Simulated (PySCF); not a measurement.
Simulated C 1s region for `ClC1=C[SiH2]C=C1`, binding energy against the vacuum level.

Every computed line was given a Gaussian of 1.0 eV full width at half maximum and an area set by the number of equivalent atoms; the highest printed point is 100. Level of theory: PySCF 2.14.0, delta-SCF UKS SCAN, pcX-2 on the ionised atom, pcseg-1 elsewhere, spin-free X2C.

binding energy (eV), intensity and a bar:
```
    288.3          0 
    288.4          0 
    288.5          1 
    288.6          1 
    288.7          2 #
    288.8          4 #
    288.9          8 ##
    289.0         12 ####
    289.1         19 ######
    289.2         28 ########
    289.3         40 ############
    289.4         52 ################
    289.5         66 ####################
    289.6         79 ########################
    289.7         90 ###########################
    289.8         97 #############################
    289.9        100 ##############################
    290.0         99 ##############################
    290.1         93 ############################
    290.2         86 ##########################
    290.3         77 #######################
    290.4         70 #####################
    290.5         64 ###################
    290.6         60 ##################
    290.7         58 #################
    290.8         58 #################
    290.9         57 #################
    291.0         56 #################
    291.1         54 ################
    291.2         51 ###############
    291.3         47 ##############
    291.4         44 #############
    291.5         42 #############
    291.6         42 #############
    291.7         43 #############
    291.8         46 ##############
    291.9         49 ###############
    292.0         52 ###############
    292.1         52 ################
    292.2         51 ###############
    292.3         47 ##############
    292.4         41 ############
    292.5         34 ##########
    292.6         27 ########
    292.7         20 ######
    292.8         14 ####
    292.9         10 ###
    293.0          6 ##
    293.1          4 #
    293.2          2 #
    293.3          1 
    293.4          1 
    293.5          0 
    293.6          0
```

Question: How many maxima does the curve show, and how many computed lines lie under it?

Answer: The curve has 2 maxima (at 289.9 and 292.1 eV). Under it lie 4 lines from 4 inequivalent carbon sites. At this width some lines have no maximum of their own.

Question: Decompose the envelope and assign each component. Numbering: `[Cl:1][C:2]1=[CH:3][SiH2:4][CH:5]=[CH:6]1`.

Answer: 
| position (eV) | relative area | line | atoms | environment |
| --- | --- | --- | --- | --- |
| 289.78 | 1 | C 1s | C3 | alkene CH carbon |
| 290.00 | 1 | C 1s | C5 | alkene CH carbon |
| 290.99 | 1 | C 1s | C6 | alkene CH carbon |
| 292.12 | 1 | C 1s | C2 | vinylic C–Cl carbon |

The listed C 1s values span 2.34 eV, from C3 (bonded to C (double bond), H and Si) to C2 (bonded to Cl, C (double bond) and C). The widest gap between neighbouring values is 1.13 eV, between 290.99 and 292.12 eV.

The curve has no shake-up lines and no vibrational structure. Spin contamination (⟨S²⟩ against 0.75 for a pure doublet) is marked for C 1s of C2 (0.93) and C 1s of C6 (0.93), which makes these values less certain. Isolated species at its PBE0-D3(BJ)/def2-SVP geometry, gas phase.
